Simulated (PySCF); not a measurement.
Isomers of C8H12, one conformer each; single-point electronic energies without zero-point terms and without any empirical dispersion term.

Level: CAM-B3LYP/def2-SVPD in PySCF, non-relativistic, each on one gas-phase PBE0-D3(BJ)/def2-SVP geometry that isn't relaxed in the solvent. The solvent is an IEF-PCM continuum (van der Waals radii × 1.2). Specific hydrogen bonds and non-electrostatic terms are outside this model.

```
             isomer  relative energy, gas (kcal/mol)  dipole (D)
`C=C(C)/C=C\C(=C)C`                              0.0        0.17
 `C#CC(=C)C(C)(C)C`                             12.9        0.50
```

**Question.** How do the relative energies look in cyclohexane (ε = 2.017)?

**Answer.** 
```tsv
isomer	relative energy, solvent (kcal/mol)	E(solvent) − E(gas) (kcal/mol)	dipole in solvent (D)
`C=C(C)/C=C\C(=C)C`	0.0	-0.9	0.20
`C#CC(=C)C(C)(C)C`	12.6	-1.2	0.61
```

The order is unchanged. Conformers: `[CH2:1]=[C:2]([CH3:3])/[CH:4]=[CH:5]\[C:6](=[CH2:7])[CH3:8]` with C1–C2–C4–C5 -138°, C4–C5–C6–C7 -140°. `C#CC(=C)C(C)(C)C` gains most from the continuum, and it has the largest gas-phase dipole. The gains span 0.3 kcal/mol, the gas-phase energies 12.9 kcal/mol.
